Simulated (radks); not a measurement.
Values are calculated unless marked as measured or tabulated.
Xe+, configuration [Kr] 4d8 5s2 5p5 6p2 (not the ground configuration).

Code: a radial shooting solver on a logarithmic mesh with Libxc functionals. Model: Dirac Kohn-Sham, BLYP, spin-unpolarised, spherical densities, point nucleus; open shells are shared between the two j in proportion to 2j + 1.

Energy parts (hartree):
part                        energy
total                  -7444.84741
kinetic                 7911.05645
electron-nucleus      -18033.29409
Hartree                 2863.44309
exchange-correlation    -186.05285

Orbitals (lengths in bohr, moments of r in powers of bohr):
| orbital | occ. | eigenvalue (hartree) | <r^2> |
|---|---|---|---|
| 1s1/2 | 2 | -1263.997 | 0.0009636 |
| 2s1/2 | 2 | -198.0216 | 0.01543 |
| 2p1/2 | 2 | -186.1482 | 0.01139 |
| 2p3/2 | 4 | -174.2135 | 0.01267 |
| 3s1/2 | 2 | -41.72692 | 0.1071 |
| 3p1/2 | 2 | -36.79548 | 0.1019 |
| 3p3/2 | 4 | -34.52608 | 0.1098 |
| 3d3/2 | 4 | -25.85368 | 0.09176 |
| 3d5/2 | 6 | -25.37352 | 0.09405 |
| 4s1/2 | 2 | -8.64758 | 0.5674 |
| 4p1/2 | 2 | -6.88397 | 0.6144 |
| 4p3/2 | 4 | -6.41459 | 0.6588 |
| 4d3/2 | 3.2 | -3.53933 | 0.8164 |
| 4d5/2 | 4.8 | -3.46021 | 0.8347 |
| 5s1/2 | 2 | -1.58449 | 3.132 |
| 5p1/2 | 1.66667 | -1.10428 | 3.942 |
| 5p3/2 | 3.33333 | -1.03140 | 4.244 |
| 5d3/2 | 0 | -0.39914 | 8.703 |
| 5d5/2 | 0 | -0.39192 | 8.919 |
| 6s1/2 | 0 | -0.35271 | 18.28 |
| 6p1/2 | 0.666667 | -0.24732 | 25.64 |
| 6p3/2 | 1.33333 | -0.23675 | 27.24 |

The highest occupied level is 6p3/2 at -6.442 eV. The configuration is held as typed, so some empty levels lie below it. Summed over all electrons, <r^2> = 93.91 bohr^2, which gives a Langevin (diamagnetic) susceptibility term of -74.4 x 10^-6 cm^3/mol. The density falls to 0.001 e/bohr^3 at r = 5.68 bohr.
